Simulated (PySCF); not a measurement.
**Electron correlation in Ne (neon, neutral)**

[Ne], closed-shell 1S. All numbers are calculated (PySCF 2.14, the spin-free X2C one-electron Hamiltonian (Gaussian nucleus), in x2c-QZVPPall with one added diffuse shell each of s, p, d, f type (8s5p4d3f1g, 73 functions)). Frozen: 1s2; 8 electrons correlated.

```json
{"level": "CCSD", "correlation energy (mhartree)": "-292.52"}
{"level": "(T)", "correlation energy (mhartree)": "-5.64"}
{"level": "CCSD(T)", "correlation energy (mhartree)": "-298.16"}
```

Diagnostics: T1 = 0.0070, D1 = 0.0111, largest double amplitude 0.020.

Cost of the coupled-cluster step: roughly 3 core-seconds, for 8 correlated electrons.

Iterations:

```
CC2 = 0
CCSD nocc = 4, nmo = 72
frozen orbitals [0]
max_cycle = 100
direct = 0
conv_tol = 1e-08
conv_tol_normt = 1e-06
diis_space = 8
diis_start_cycle = 0
Init t2, MP2 energy = -128.975886580139  E_corr(MP2) -0.291380069153927
Init E_corr(CCSD) = -0.291380069233627
cycle = 1  E_corr(CCSD) = -0.289129411540027  dE = 0.00225065769  norm(t1,t2) = 0.0214633
cycle = 2  E_corr(CCSD) = -0.292404578354405  dE = -0.00327516681  norm(t1,t2) = 0.00538912
cycle = 3  E_corr(CCSD) = -0.292343435950285  dE = 6.11424041e-05  norm(t1,t2) = 0.00249145
cycle = 4  E_corr(CCSD) = -0.292523048186263  dE = -0.000179612236  norm(t1,t2) = 0.000676361
cycle = 5  E_corr(CCSD) = -0.292530832047294  dE = -7.78386103e-06  norm(t1,t2) = 0.000109327
cycle = 6  E_corr(CCSD) = -0.2925251583578  dE = 5.67368949e-06  norm(t1,t2) = 2.82514e-05
cycle = 7  E_corr(CCSD) = -0.292524012256893  dE = 1.14610091e-06  norm(t1,t2) = 5.47782e-06
cycle = 8  E_corr(CCSD) = -0.292524235183181  dE = -2.22926289e-07  norm(t1,t2) = 1.4402e-06
cycle = 9  E_corr(CCSD) = -0.292524293022146  dE = -5.78389642e-08  norm(t1,t2) = 1.76689e-07
cycle = 10  E_corr(CCSD) = -0.292524289907812  dE = 3.11433357e-09  norm(t1,t2) = 3.68161e-08
CCSD converged
E(CCSD) = -128.9770308008928  E_corr = -0.2925242899078121
CCSD(T) correction = -0.00564322408279874
```
